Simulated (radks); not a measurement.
Q: Tl V, 77 electrons, occupied as [Xe] 4f14 5d9. All-electron calculation, non-relativistic Kohn-Sham, PBEsol, spin-unpolarised, spherical densities, point nucleus; relativity is left out, which matters for an element this heavy. Program: a radial shooting solver on a logarithmic mesh with Libxc functionals. Some entries of the table are withheld. Estimate them.

| orbital | occ. | eigenvalue (eV) | <r> (bohr) | <r^2> (bohr^2) |
|---|---|---|---|---|
| 1s | 2 | -77016.68 | 0.01869 | (1) |
| 2s | 2 | -12972.82 | 0.07864 | 0.007246 |
| 2p | 6 | -12488.63 | 0.06642 | 0.005340 |
| 3s | 2 | -3107.619 | 0.1980 | 0.04466 |
| 3p | 6 | -2877.714 | 0.1885 | 0.04105 |
| 3d | 10 | -2448.277 | 0.1644 | 0.03152 |
| 4s | 2 | -711.3933 | 0.4340 | 0.2120 |
| 4p | 6 | -611.0763 | 0.4371 | 0.2166 |
| 4d | 10 | -426.0262 | 0.4424 | (2) |
| 4f | 14 | (3) | 0.4570 | 0.2497 |
| 5s | 2 | -147.7150 | 0.9693 | 1.052 |
| 5p | 6 | -114.4528 | 1.041 | 1.220 |
| 5d | 9 | (4) | 1.282 | 1.886 |

A: 
(1) 1s <r^2> (bohr^2): 0.0004668
(2) 4d <r^2> (bohr^2): 0.2256
(3) 4f eigenvalue (eV): -176.1185
(4) 5d eigenvalue (eV): -60.7516
